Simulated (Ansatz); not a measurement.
# Reading a saddle point

A first-order saddle point of Si₂H₇ClO, singlet, PBE0-D4/def2-TZVP, with one imaginary mode of 860i cm⁻¹:

Si1  (-0.684, 0.686, -0.291)
Si2  (0.665, -1.418, 0.187)
H3  (-1.122, 0.750, -1.692)
H4  (-1.639, -0.247, 0.415)
O5  (-0.697, 2.004, 0.673)
H6  (0.975, 0.202, -0.496)
Cl7  (1.522, 1.620, -1.191)
H8  (0.446, -1.466, 1.651)
H9  (-0.271, -2.301, -0.549)
H10  (2.075, -1.745, -0.147)
H11  (-1.269, 1.914, 1.439)
(Å)

Program: Ansatz 0.2.0. Basis: def2-TZVPP and def2-QZVPP. Cores are frozen in the correlated methods. Extrapolation: Hartree–Fock as exp(−7.88 √X), correlation as X^−2.97.

(1) Which contacts change along the imaginary mode, and what lies on either side? (A judgement: the text doesn't fix the answer.)

(2) Which side is lower, and how far does the saddle lie above each? (An estimate is asked for; the value comes from the calculation.)

T1 diagnostic: at most 0.014.

Answers

(1) Computed: The step is Si₂H₆O ([OH][SiH2][SiH3]) + HCl → SiH₃ClO ([OH][SiH2][Cl]) + SiH₄, with the molecules in contact on both sides. Shortening one way: Si1–Cl7, Si2–H6; lengthening the same way: Si1–Si2, H6–Cl7.
```
   pair  one side (Å)  saddle (Å)  other side (Å)
Si1–Cl7          4.39        2.56            2.05
 Si2–H6          2.99        1.78            1.48
Si1–Si2          2.35        2.54            4.03
 H6–Cl7          1.28        1.67            3.62
```

(2) The calculation gives: The side with Si1–Cl7, Si2–H6 short is lower by 1.252 eV; the saddle lies 2.805 eV above it and 1.553 eV above the other (CCSD(T) at an estimated basis limit (MP2 extrapolated from triple and quadruple zeta, plus CCSD(T) − MP2 in triple zeta); electronic energies).

Labels in which every atom is bracketed show which atoms are joined, not bond orders.

For scale, one of the runs: CCSD(T)/def2-TZVPP, 255 basis functions (an equivalent command: `ansatz run in.yaml --threads 4`). Hardware: 4 CPU threads, shared host. Wall time 2.2 min; peak host memory 5.2 GiB.
